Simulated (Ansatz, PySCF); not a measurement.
Species: SnO₂, net charge 0, singlet state. 
Coordinates optimised at B3LYP-D3(BJ)/def2-TZVP (Ansatz, an electronic-structure program):
```
Sn
O 1 1.8140
O 1 1.8140 2 180.00
```
Charge 0, spin multiplicity 1.

Total electronic energies in hartree. Valence correlation only, unless marked. Spin-orbit coupling is left out. The frozen core is the preceding noble-gas configuration, with the filled d and f shells of earlier blocks. In def2 rows, elements after Kr have scalar-relativistic effective core potentials. STO-3G rows are all-electron and non-relativistic. CBS marks a two-point X^-3 extrapolation of the correlation energy; Hartree-Fock from the larger set.

The Hartree-Fock reference is unstable (checked in the largest basis), which strains HF and MP2. The T1 diagnostic of CCSD in the largest basis is 0.034, which is high, so the coupled-cluster rows are less sure than usual.

```tsv
level	program	energy (Eh)
RI-HF/def2-TZVPPD	Ansatz	-363.02280
BLYP-D3(BJ)/def2-TZVPD	Ansatz + dftd3	(withheld)
BP86-D4/def2-TZVPD	PySCF + dftd4	-364.88344
r2SCAN/def2-TZVPD	PySCF	-364.75617
B97M-V/def2-TZVPD	Ansatz	-364.69982
PBE0/def2-TZVP	Ansatz	-364.58102
PBE0/def2-TZVPD	Ansatz	-364.58280
BHLYP-D3(BJ)/def2-TZVPD	Ansatz + dftd3	(withheld)
PW6B95-D4/def2-TZVPD	PySCF + dftd4	(withheld)
MN15-D3(BJ)/def2-TZVPD	PySCF + dftd3	-364.12138
wB97X/def2-TZVPD	Ansatz	-364.73077
B2GP-PLYP/def2-TZVPD	Ansatz	-364.28326
B2PLYP-D3(BJ)/def2-TZVPD	Ansatz + dftd3	-364.39090
PBE-QIDH/def2-TZVPD	Ansatz	-364.28496
RPA@PBE/def2-QZVPP	Ansatz	-363.93939
MP2/def2-SVPD	Ansatz	-363.33514
MP2/def2-TZVPPD	Ansatz	-363.63369
MP2/def2-QZVPP	Ansatz	-363.68215
RI-MP2/CBS(def2-TZVPP,def2-QZVPP)	Ansatz	-363.7149
SCS-MP2/def2-QZVPP	Ansatz	-363.66454
CCSD/STO-3G	Ansatz	-6110.98441
CCSD(T)/def2-QZVPP	Ansatz	-363.68880
CCSD(T)/CBS(def2-TZVPPD,def2-QZVPPD)	Ansatz	-363.7174
```

Problem. Some entries are withheld; supply them.

Solution. 
- BLYP-D3(BJ)/def2-TZVPD, energy (Eh): -364.70833
- BHLYP-D3(BJ)/def2-TZVPD, energy (Eh): -364.57650
- PW6B95-D4/def2-TZVPD, energy (Eh): -365.03235
